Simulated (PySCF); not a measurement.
**Correlation energy of Tl(3+) (thallium, charge +3)**

[Xe] 4f14 5d10, closed-shell 1S. Calculation: PySCF 2.14, in def2-TZVPPD with the def2 core potential (60 electrons) (7s5p4d2f, 56 functions); scalar relativity through the core potential. Frozen: nothing; 18 electrons correlated.

| level | correlation energy (mhartree) |
| --- | --- |
| CCSD | -269.06 |
| (T) | -3.79 |
| CCSD(T) | -272.85 |

Diagnostics: T1 = 0.0054, D1 = 0.0102, largest double amplitude 0.015.

Cost of the coupled-cluster step: of the order of 4 core-seconds, for 18 correlated electrons.

Iterations:

```
CC2 = 0
CCSD nocc = 9, nmo = 56
frozen orbitals []
max_cycle = 100
direct = 0
conv_tol = 1e-08
conv_tol_normt = 1e-06
diis_space = 8
diis_start_cycle = 0
Init t2, MP2 energy = -169.902644157041  E_corr(MP2) -0.2811806629775
Init E_corr(CCSD) = -0.281180662979211
cycle = 1  E_corr(CCSD) = -0.265058540797859  dE = 0.0161221222  norm(t1,t2) = 0.0251976
cycle = 2  E_corr(CCSD) = -0.269033621237741  dE = -0.00397508044  norm(t1,t2) = 0.0048631
cycle = 3  E_corr(CCSD) = -0.268886324390626  dE = 0.000147296847  norm(t1,t2) = 0.0016173
cycle = 4  E_corr(CCSD) = -0.269060696269667  dE = -0.000174371879  norm(t1,t2) = 0.000473253
cycle = 5  E_corr(CCSD) = -0.26906185679143  dE = -1.16052176e-06  norm(t1,t2) = 6.7535e-05
cycle = 6  E_corr(CCSD) = -0.269058588630673  dE = 3.26816076e-06  norm(t1,t2) = 8.90604e-06
cycle = 7  E_corr(CCSD) = -0.269058664661042  dE = -7.60303694e-08  norm(t1,t2) = 1.43549e-06
cycle = 8  E_corr(CCSD) = -0.269058736061298  dE = -7.14002561e-08  norm(t1,t2) = 1.44159e-07
cycle = 9  E_corr(CCSD) = -0.269058735662032  dE = 3.99266176e-10  norm(t1,t2) = 2.58246e-08
CCSD converged
E(CCSD) = -169.8905222297258  E_corr = -0.2690587356620323
CCSD(T) correction = -0.00378908040879581
```

The basis has no tight functions for the innermost shells, so their pair energies are far from complete.

This basis was not built for core-valence correlation, so the inner-shell part is incomplete.
